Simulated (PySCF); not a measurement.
Si(F)(OH)2(SMe) (CH5FO2SSi), SMILES S([Si](F)(O)O)C. Coordinates come from a PBE-D3(BJ)/def2-SVP optimisation. One conformer was computed; it need not be the lowest.

Computed equilibrium geometry at PBE-D3(BJ)/def2-SVP (PySCF confirms it by a frequency run) as Cartesian coordinates in Å (one conformer of several):
```xyz
11

C     -2.3590    -0.2601    -0.1439
S     -1.0149     0.7758    -0.8635
Si     0.6353    -0.0859     0.1531
O      1.0071    -1.5692    -0.4827
O      1.9726     0.8930     0.0572
F      0.2218    -0.2904     1.7293
H     -2.3282    -0.2296     0.9608
H     -2.2778    -1.3051    -0.4979
H     -3.3121     0.1727    -0.5000
H      1.7205    -2.0469    -0.0226
H      1.8626     1.7825     0.4369
```
Charge 0, spin multiplicity 1.
